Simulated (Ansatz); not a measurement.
Species: As₂, net charge 1, doublet state. 
Coordinates optimised at B3LYP-D3(BJ)/def2-TZVP (Ansatz, a program for electronic structure):
```xyz
2

As     0.0000     0.0000    -1.1027
As     0.0000     0.0000     1.1027
```
Charge +1, spin multiplicity 2.

Basis-set convergence of Hartree-Fock and MP2 correlation energies (hartree) with Ansatz. Correlated levels leave the core frozen unless marked. UHF or UKS for open shells. No spin-orbit coupling. The frozen core is the preceding noble-gas configuration, with the filled d and f shells of earlier blocks. No relativistic terms.

The UHF reference is spin-contaminated (<S^2> 0.58 over the pure value in the largest basis). The T1 diagnostic of CCSD in the largest basis is 0.095, which is high, so the coupled-cluster rows are less sure than usual.

```
basis       functions        E(HF)  E(corr, MP2)
----------  ---------  -----------  ------------
def2-SVP           64  -4467.54379      -0.14260
def2-TZVPP         96  -4468.10409      -0.17773
def2-QZVPP        178  -4468.19434      -0.19114
```

Extrapolating the two largest sets (X = 3 and 4) as X^-3: E(corr) = (64·(-0.19114) - 27·(-0.17773))/37 = -0.2009 Eh, an estimate of the basis-set limit. The largest set recovers 95.1 % of it, the smallest 71.0 %.
